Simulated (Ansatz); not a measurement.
CH6B2SSi, SMILES `[SiH3]SB1BC1` at its PBE0-D4/def2-TZVP geometry, where that method's forces vanish. Total charge 0; spin multiplicity 1.

```xyz
11

Si    1.3449   -0.4094    1.5096
S     1.8010    0.4486   -0.4094
B     0.2004    0.3317   -1.1603
B    -1.0418    0.3606   -2.0926
C    -1.3476    0.3210   -0.6294
H     0.7845   -1.7715    1.3450
H     2.6154   -0.4555    2.2727
H     0.3618    0.4491    2.2189
H    -1.6511   -0.0443   -3.0220
H    -2.1857   -0.1966   -0.1676
H    -0.8816    0.9664    0.1352
```

Problem. What forces (eV/Å) does PBE-D4/def2-TZVPP give on these atoms in Ansatz 0.2.0? (Best estimate.)

Solution. Computed: 
```
Si1 -0.001 -0.023  0.053
S2   0.169  0.098 -0.153
B3   0.155  0.019 -0.080
B4   0.023  0.013 -0.193
C5  -0.086  0.039 -0.009
H6  -0.062 -0.149 -0.010
H7   0.134 -0.009  0.095
H8  -0.106  0.090  0.084
H9  -0.076 -0.048 -0.101
H10 -0.206 -0.098  0.111
H11  0.056  0.069  0.204
```
